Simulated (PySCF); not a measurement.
[CrCl3]-: Cr(II) (d4), charge -1. The structure is a model geometry with rigid ligands and bond lengths from ionic radii, not a minimum; coordination trigonal planar, point group D3h, metal–donor distances 2.33 Å.

```
4

Cr    0.0000    0.0000    0.0000
Cl    2.3300    0.0000    0.0000
Cl   -1.1650    2.0178    0.0000
Cl   -1.1650   -2.0178    0.0000
```

Method (PySCF 2.14, density fitting): CASSCF(4,5) with orbitals averaged over all microstates of the shell, strongly contracted NEVPT2 on the averaged canonical orbitals; basis x2c-TZVPall on the metal, x2c-SVPall elsewhere; spin-free X2C; IEF-PCM water; spin-orbit coupling by state interaction with the mean-field operator over all roots.

**Question.** Which term lies lowest, and with what spin?

**Answer.** 5E' (S = 2, orbital degeneracy 2), orbital occupations from the lowest 1.0 1.0 1.0 0.5 0.5, by NEVPT2.

**Question.** Where do the spin-allowed transitions within the shell lie?

**Answer.** By NEVPT2: 5E'' at 6095 cm⁻¹ (1641 nm); 5A1' at 7377 cm⁻¹ (1356 nm). The strongest, at 6095 cm⁻¹, has f = 4.4e-05.

**Question.** Which is the lowest state of another spin?

**Answer.** 3A2'' at 18333 cm⁻¹ by NEVPT2; CASSCF alone puts it at 19570 cm⁻¹ above the same ground state.

**Question.** Give the fitted ligand-field and repulsion parameters.

**Answer.** At CASSCF level (the NEVPT2 levels don't fit a ligand-field model well): orbital energies 0, 1045, 1046, 6360, 6360 cm⁻¹; B = 952 cm⁻¹; C = 3596 cm⁻¹; B over its free-ion value at the same level 0.916; rms of the fit 199 cm⁻¹; ζ = 221 cm⁻¹ (free ion 239).

**Question.** What magnetic behaviour follows?

**Answer.** Degenerate or low-lying orbital states mix with the ground state, so no spin-only Hamiltonian applies. The lowest spin-orbit level is 2-fold; the next lies at 107.6 cm⁻¹. The two lowest states form a pseudo-doublet split by 0.027 cm⁻¹ with g_z = 4.54. μeff is 4.49 μB at 300 K and 2.49 μB at 10 K; the spin-only value is 4.90 μB.

The geometry is a model, and the complex may not exist in this form. The ground state is orbitally degenerate in this regular structure, which would distort (Jahn–Teller), so its moment is that of the undistorted model. NEVPT2 lifts 5A1' from 6281 to 7377 cm⁻¹; on the d shell alone such lifts tend to overshoot. Gaps between spin states lean to high spin in this active space.

The job took 8.4 s on one thread of Intel Xeon 6975P-C (shared host), with 102 basis functions, launched as `OMP_NUM_THREADS=1 python lf_run.py task.json out`.
